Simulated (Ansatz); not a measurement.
Relaxation of C2H6B2S (11 atoms, charge 0, multiplicity 1), to a largest force component of 0.015 eV/Å in at most 40 steps.

All numbers below come from RKS B3LYP/6-31G* in Ansatz.

```xyz
11
Properties=species:S:1:pos:R:3:forces:R:3
B -0.066 1.513 0.944 -0.48 2.33 -0.51
C -0.176 0.014 1.227 2.77 3.64 -12.98
S -0.391 -0.427 2.566 -2.49 -4.85 14.44
B 0.043 -1.040 0.076 -0.71 0.15 -1.53
C 0.179 -0.643 -1.460 0.42 0.17 1.55
H -0.223 2.361 1.807 0.20 -0.59 -0.17
H 0.064 1.958 -0.165 0.18 -0.16 0.02
H -0.041 -2.187 0.337 0.21 -0.46 0.41
H 1.117 -0.031 -1.502 -0.59 -0.25 -0.52
H -0.682 -0.026 -1.761 0.31 0.06 -0.14
H 0.241 -1.548 -2.048 0.18 -0.04 -0.58
```

**Question.** Where does it end, and by what steps?

**Answer.** The run converged. The force dipped under the threshold on the way, but the program's further checks kept it going. After 25 steps the energy has fallen by 2.429 eV; S3 moved furthest, 1.60 Å. The start is strongly strained (largest force component 14 eV/Å). Joined: B1–S3 (2.55 → 2.10 Å).

| step | energy less start (eV) | largest force component (eV/Å) | accepted |
| --- | --- | --- | --- |
| 0 | 0.0000 | 14.445 | yes |
| 1 | -1.0973 | 5.999 | yes |
| 2 | -1.5415 | 2.281 | yes |
| 3 | -1.6191 | 0.968 | yes |
| 4 | -1.7376 | 0.436 | yes |
| 5 | -1.8336 | 0.556 | yes |
| 6 | -1.9448 | 0.668 | yes |
| 7 | -2.0461 | 0.651 | yes |
| 8 | -2.1327 | 0.540 | yes |
| 9 | -2.2059 | 0.361 | yes |
| 10 | -2.2459 | 0.813 | yes |
| 11 | -2.2933 | 0.737 | yes |
| 12 | -2.3780 | 0.270 | yes |
| 13 | -2.4004 | 0.349 | yes |
| 14 | -2.4105 | 0.233 | yes |
| 15 | -2.4180 | 0.144 | yes |
| 16 | -2.4203 | 0.260 | yes |
| 17 | -2.4250 | 0.139 | yes |
| 18 | -2.4267 | 0.037 | yes |
| 19 | -2.4274 | 0.026 | yes |
| 20 | -2.4277 | 0.081 | yes |
| 21 | -2.4282 | 0.023 | yes |
| 22 | -2.4284 | 0.012 | yes |
| 23 | -2.4285 | 0.028 | yes |
| 24 | -2.4285 | 0.025 | yes |
| 25 | -2.4286 | 0.009 | yes |

```xyz
11
Properties=species:S:1:pos:R:3
B -0.231 1.597 1.377
C 0.053 0.128 0.927
S 1.057 0.180 2.247
B -0.384 -0.824 -0.161
C 0.333 -0.939 -1.552
H -1.206 1.808 2.034
H 0.354 2.479 0.820
H -1.377 -1.459 0.063
H 1.198 -0.286 -1.691
H -0.388 -0.757 -2.361
H 0.657 -1.983 -1.682
```

Whether the end is a true minimum wasn't checked by a vibrational analysis.

Run time: 4.8 min on 1 thread of AMD EPYC (Zen 3) (shared host), peak memory 0.19 GiB.
